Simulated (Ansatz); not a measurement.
One change: `[F][SnH]([F])[SiH3]` becomes `[F][SnH]([SiH3])[Cl]`.

Ansatz, PBE0-D4/def2-TZVP geometries, multiplicity 1. 

Elements past krypton have def2 core potentials.

| property | `[F][SnH]([F])[SiH3]` |
| --- | --- |
| HOMO–LUMO gap (B3LYP/def2-TZVPP) / eV | 7.16 |
| HOMO energy (ωB97M-V/def2-TZVPP) / eV | -10.76 |
| LUMO energy (PBE0/def2-TZVPP) / eV | -1.07 |
| LUMO energy (PBE/def2-TZVPP) / eV | -1.97 |
| HOMO energy (B3LYP/def2-TZVPP) / eV | -8.52 |
| ideal-gas entropy at 298 K and 1 bar (rigid rotor, harmonic PBE0-D4/def2-TZVP) / J/(mol·K) | 367 |

Question: Give the same properties after the change, and the shifts. (Estimate.)

Answer: Computed: 
```tsv
property	`[F][SnH]([SiH3])[Cl]`	shift
HOMO–LUMO gap (B3LYP/def2-TZVPP) / eV	6.70	-0.46
HOMO energy (ωB97M-V/def2-TZVPP) / eV	-10.48	0.28
LUMO energy (PBE0/def2-TZVPP) / eV	-1.24	-0.17
LUMO energy (PBE/def2-TZVPP) / eV	-2.13	-0.16
HOMO energy (B3LYP/def2-TZVPP) / eV	-8.21	0.31
ideal-gas entropy at 298 K and 1 bar (rigid rotor, harmonic PBE0-D4/def2-TZVP) / J/(mol·K)	378	11
```

With PBE0 the HOMO rises by 0.29 eV and the LUMO falls by 0.17 eV, so the gap narrows by about 0.46 eV. PBE moves the HOMO by 0.26 eV and ωB97M-V by 0.28 eV. Modes under 60 cm⁻¹, often nearly free rotors, make the harmonic entropy too high.

B3LYP here is the variant with VWN-RPA as its local correlation; programs differ in this.
